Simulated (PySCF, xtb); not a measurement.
CH₂Cl₃FSi, SMILES Cl[Si](Cl)(CF)Cl.

GFN2-xTB in xtb at its own geometry gives an orbital gap of 6.44 eV and a dipole moment of 1.44 D.

Geometry optimised at B3LYP-D3(BJ)/def2-SVP. Other conformers were not sampled.

Question: What does B3LYP/def2-TZVP (PySCF) give? (An estimate is asked for; the answer gives what the named calculation found.)

Answer: gap 8.32 eV (levels -8.92 and -0.60 eV), dipole 1.56 D.
